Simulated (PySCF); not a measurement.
# NMR data sheet: C₅H₁₀O₂SSi

```
Formula                               : C5H10O2SSi
SMILES                                : CC(=S)[SiH]1OCCCO1
InChI                                 : InChI=1S/C5H10O2SSi/c1-5(8)9-6-3-2-4-7-9/h9H,2-4H2,1H3
Point group of the computed structure : C1
Degrees of unsaturation               : 2
Carbon signals                        : 4
Proton signals                        : 6
```

Atoms are numbered as in `[CH3:1][C:2](=[S:3])[SiH:4]1[O:5][CH2:6][CH2:7][CH2:8][O:9]1`; H(Xn) means a hydrogen on atom n. Ha(C6), Ha(C7), Ha(C8) are cis to C2 on the ring; Hb(C6), Hb(C7), Hb(C8) are trans to C2 on the ring.

Theoretical values (PySCF): σ from GIAO-PBE0/pcSseg-1, geometry from PBE0-D3(BJ)/def2-SVP. Averaged over atoms made equivalent by symmetry, fast rotation or ring inversion, in vacuum, a single conformation, relativity neglected.

δ = σ(ref) − σ, references computed at the same level: ¹H, ¹³C, ²⁹Si vs TMS; ¹⁷O vs H2O; ³³S vs CS2.

| carbon | δC, type | δH (multiplicity) | HMBC from (2–3 bonds) | span of the C tensor (ppm) |
| --- | --- | --- | --- | --- |
| C1 | 48.1, CH3 | 3.61 (s) | H(Si4) | 79 |
| C2 | 322.2, C | – | H(Si4), H(C1) | 502 |
| C6/C8 | 66.1, CH2 | Ha(C6) 4.18 (m); Hb(C6) 4.13 (m) | H(Si4), Ha(C6)/Ha(C8), Hb(C6)/Hb(C8), Ha(C7), Hb(C7) | 57 |
| C7 | 34.6, CH2 | Hb(C7) 1.22 (m); Ha(C7) 2.48 (m) | Ha(C6)/Ha(C8), Hb(C6)/Hb(C8) | 20 |

Other nuclei:
```json
{"atoms": "H(Si4)", "nucleus": "¹H", "environment": "hydrogen on a silicon bonded to C, 2 O, in a 6-membered ring", "δ (ppm)": "4.62", "σ (ppm)": "26.64"}
{"atoms": "Si4", "nucleus": "²⁹Si", "environment": "silicon bonded to C, 2 O, H, in a 6-membered ring", "δ (ppm)": "-52.6", "σ (ppm)": "404.6"}
{"atoms": "O5/O9", "nucleus": "¹⁷O", "environment": "oxygen bonded to C, Si, in a 6-membered ring", "δ (ppm)": "52.9", "σ (ppm)": "281.7"}
{"atoms": "S3", "nucleus": "³³S", "environment": "thione sulfur", "δ (ppm)": "1444", "σ (ppm)": "-948.4"}
```

1. Carbon types of the structure: 1 × C, 3 × CH2, 1 × CH3, leaving 1 H on heteroatoms.
2. δC 322.2: thiocarbonyl carbon; low-lying n→π* states of the double bond to the heteroatom give a large paramagnetic term (-403 ppm).
3. δC 66.1: sp3 CH2 bonded to O; the inductive effect lowers its shielding.
4. δC 48.1: methyl carbon; saturated and bonded to C and H only.
5. δC 34.6: sp3 CH2 in a ring; aliphatic region, no heteroatom directly attached.
6. δH 4.18, 4.13: hydrogen on an sp3 CH2 bonded to O; its carbon carries O, hence the downfield position.

Shifts are as computed. Against solution values, carbons near 30 ppm lie about +2 ppm off and those near 130 ppm about +5 ppm. Of 1309 compounds with measured shifts, 239 miss one by over three times the rms of a fit or turn the order of signals round; such compounds aren't used in these exercises. Experimental scales use liquid or dissolved standards, which lie at an offset from isolated H2O (liquid H2O: subtract about 36 ppm). Multiplicities follow the n + 1 count of equivalent neighbours, as no J values were calculated; m marks all less simple cases, F and P coupling included.
